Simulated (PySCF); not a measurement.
# Potential energy of GeO along the bond

Set-up: PySCF, spin-free X2C with a Gaussian nucleus, basis sets Ge x2c-SVPall, O x2c-SVPall. Energies in eV from Ge + O in their ground configurations at the same level. State: ¹Σ⁺ (singlet), closed shell.

```json
{"R (Å)": "1.397", "PW91": "-5.115"}
{"R (Å)": "1.462", "PW91": "-6.277"}
{"R (Å)": "1.528", "PW91": "-6.945"}
{"R (Å)": "1.576", "PW91": "-7.207"}
{"R (Å)": "1.625", "PW91": "-7.315"}
{"R (Å)": "1.674", "PW91": "-7.305"}
{"R (Å)": "1.739", "PW91": "-7.153"}
{"R (Å)": "1.820", "PW91": "-6.813"}
{"R (Å)": "1.917", "PW91": "-6.271"}
{"R (Å)": "2.047", "PW91": "-5.446"}
```

Task: Put a parabola through the three lowest points of the PW91 curve and estimate Re, k and ωe (reduced mass 13.15 u; 1 eV/Å² = 0.16022 mdyn/Å; ωe = 1302.8·√(k/μ) cm⁻¹).

Result: Through R = 1.576, 1.625, 1.674 Å the second-order coefficient is 24.6 eV/Å², so Re ≈ 1.645 Å, k ≈ 7.87 mdyn/Å and ωe ≈ 1008 cm⁻¹. A polynomial fit of higher order to the unrounded PW91 energies gives Re = 1.644 Å, k = 7.18 mdyn/Å, ωe = 963 cm⁻¹; anharmonicity and rounding make the difference.

The higher-order fit for each curve: PW91: Re = 1.644 Å, ωe = 963 cm⁻¹, De = 7.32 eV.
